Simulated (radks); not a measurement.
Ionisation ladder of rhenium, from Re44+ to Re65+. Each ion is in the ground configuration listed by NIST, and IE = E(next ion) - E(this ion). Method: scalar-relativistic Kohn-Sham, PBE, spin-unpolarised, spherical densities, point nucleus; computed with a radial shooting solver on a logarithmic mesh with Libxc functionals.

| species | configuration | E (hartree) | IE, Delta-SCF (eV) | -e(HOMO) (eV) | HOMO | <r> HOMO (bohr) | IE, NIST (eV) | kind | error (eV) |
|---|---|---|---|---|---|---|---|---|---|
| Re44+ | [Ar] 3d10 4s2 4p1 | -15382.1628 | 2229.3 | 2201.7 | 4p | 0.396 | 2302 | theory | -72.7 |
| Re45+ | [Ar] 3d10 4s2 | -15300.2381 | 2465.6 | 2437.1 | 4s | 0.385 | 2450 | theory | +15.6 |
| Re46+ | [Ar] 3d10 4s1 | -15209.6280 | 2525.2 | 2496.2 | 4s | 0.383 | 2514.5 | semi-emp. | +10.7 |
| Re47+ | [Ar] 3d10 | -15116.8302 | 4242.3 | 4179.0 | 3d | 0.173 | 4214 | exp. | +28.3 |
| Re48+ | [Ar] 3d9 | -14960.9272 | 4374.3 | 4310.3 | 3d | 0.172 | 4335 | theory | +39.3 |
| Re49+ | [Ar] 3d8 | -14800.1737 | 4507.8 | 4443.0 | 3d | 0.171 | 4468 | theory | +39.8 |
| Re50+ | [Ar] 3d7 | -14634.5155 | 4642.7 | 4577.2 | 3d | 0.169 | 4609 | theory | +33.7 |
| Re51+ | [Ar] 3d6 | -14463.8989 | 4779.1 | 4712.9 | 3d | 0.168 | 4745 | theory | +34.1 |
| Re52+ | [Ar] 3d5 | -14288.2709 | 4916.9 | 4850.0 | 3d | 0.167 | 4877 | theory | +39.9 |
| Re53+ | [Ar] 3d4 | -14107.5797 | 5056.0 | 4988.5 | 3d | 0.166 | 5099 | theory | -43.0 |
| Re54+ | [Ar] 3d3 | -13921.7745 | 5196.5 | 5128.3 | 3d | 0.165 | 5236 | theory | -39.5 |
| Re55+ | [Ar] 3d2 | -13730.8055 | 5338.4 | 5269.5 | 3d | 0.163 | 5388 | theory | -49.6 |
| Re56+ | [Ar] 3d1 | -13534.6248 | 5481.4 | 5412.0 | 3d | 0.162 | 5528 | theory | -46.6 |
| Re57+ | [Ar] | -13333.1859 | 6036.3 | 5975.9 | 3p | 0.182 | 5919 | theory | +117.3 |
| Re58+ | [Ne] 3s2 3p5 | -13111.3564 | 6164.3 | 6103.5 | 3p | 0.181 | 6042 | theory | +122.3 |
| Re59+ | [Ne] 3s2 3p4 | -12884.8208 | 6292.9 | 6231.7 | 3p | 0.180 | 6176 | theory | +116.9 |
| Re60+ | [Ne] 3s2 3p3 | -12653.5627 | 6421.7 | 6360.2 | 3p | 0.179 | 6300 | theory | +121.7 |
| Re61+ | [Ne] 3s2 3p2 | -12417.5707 | 6550.6 | 6488.9 | 3p | 0.179 | 6810 | theory | -259.4 |
| Re62+ | [Ne] 3s2 3p1 | -12176.8407 | 6679.3 | 6617.6 | 3p | 0.178 | 6952 | theory | -272.7 |
| Re63+ | [Ne] 3s2 | -11931.3793 | 7260.2 | 7200.1 | 3s | 0.180 | 7230 | theory | +30.2 |
| Re64+ | [Ne] 3s1 | -11664.5712 | 7385.2 | 7324.4 | 3s | 0.180 | 7366 | theory | +19.2 |
| Re65+ | [Ne] | -11393.1702 | 16526.8 | 16359.2 | 2p | 0.0670 | 16080 | theory | +446.8 |

Reference values: NIST Atomic Spectra Database (exp. = measured, semi-emp. = semi-empirical, theory = theoretical value adopted there). The ionisation energy per charge of the ion left behind rises most, in proportion, at Re65+ ([Ne]), from 113.62 to 250.41 eV. Spin polarisation and multiplet splitting are left out, so open shells lie too high by an amount that depends on their filling. Spin-orbit splitting is averaged out at the scalar-relativistic level.

Beside tabulated values, note that spin-unpolarised runs miss the spin-polarisation part of the exchange energy of open shells.
